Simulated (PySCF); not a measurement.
## Radial density of Pd³⁷⁺ (palladium, charge +37)

UHF, [He] 2s2 2p5, 2P determinant. All numbers are calculated (PySCF 2.14, scalar relativity by spin-free X2C-1e, in an uncontracted even-tempered set (19 s from 14 bohr⁻², ratio 2.2; 12 p from 18 bohr⁻², ratio 2.2; 6 d from 79 bohr⁻², ratio 2.4; 5 f from 120 bohr⁻², ratio 2.4; 4 g from 180 bohr⁻², ratio 2.4)).

```tsv
r (bohr)	4πr²ρ (e/bohr)	4πr²(ρα − ρβ)
0.0306	51.88	1.6531
0.0514	42.25	4.9453
0.0865	55.36	8.2307
0.145	39.46	5.1230
0.245	5.215	0.6172
0.412	0.04102	0.0047
```

Densities and radii are taken from the X2C orbitals without a picture-change correction, which distorts them close to the nucleus.

Spin-orbit coupling, absent here, splits the open shell strongly.
